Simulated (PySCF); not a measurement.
C6H9N, SMILES C(/C(C)C)=C/C#N, GFN2-xTB optimised geometry.

```
16

C      1.01    -1.23    -1.83
C      0.55    -0.74    -0.46
C      1.01    -1.69     0.64
C      1.10     0.63    -0.21
C      0.37     1.72     0.00
C     -1.04     1.72     0.00
N     -2.18     1.75     0.00
H      2.10    -1.29    -1.87
H      0.68    -0.56    -2.62
H      0.61    -2.22    -2.03
H     -0.55    -0.69    -0.45
H      2.10    -1.76     0.65
H      0.61    -2.69     0.46
H      0.67    -1.35     1.61
H      2.18     0.70    -0.19
H      0.83     2.69     0.18
```

Density from CAM-B3LYP/def2-TZVP run with PySCF at that geometry.

Minimum of the electron density along straight lines between bonded atoms, close to the bond critical point (lines longer than 1.1 times the sum of covalent radii, or with two minima, are not listed):

| bond | length / Å | ρ at the minimum / e bohr⁻³ | ∇²ρ there / e bohr⁻⁵ | position (fraction from the first atom) |
|---|---|---|---|---|
| C1–C2 | 1.531 | 0.245 | -0.61 | 0.50 |
| C2–C3 | 1.531 | 0.245 | -0.61 | 0.50 |
| C2–C4 | 1.495 | 0.267 | -0.72 | 0.48 |
| C4–C5 | 1.333 | 0.354 | -1.09 | 0.50 |
| C5–C6 | 1.408 | 0.299 | -0.91 | 0.46 |
| C6–N7 | 1.147 | 0.504 | -0.24 | 0.35 |
| C1–H8 | 1.088 | 0.280 | -0.96 | 0.64 |
| C1–H9 | 1.088 | 0.281 | -0.97 | 0.64 |
| C1–H10 | 1.087 | 0.281 | -0.97 | 0.64 |
| C2–H11 | 1.095 | 0.282 | -0.99 | 0.64 |
| C3–H12 | 1.088 | 0.280 | -0.96 | 0.64 |
| C3–H13 | 1.087 | 0.281 | -0.97 | 0.64 |
| C3–H14 | 1.088 | 0.281 | -0.98 | 0.64 |
| C4–H15 | 1.083 | 0.289 | -1.05 | 0.65 |
| C5–H16 | 1.082 | 0.286 | -1.03 | 0.65 |
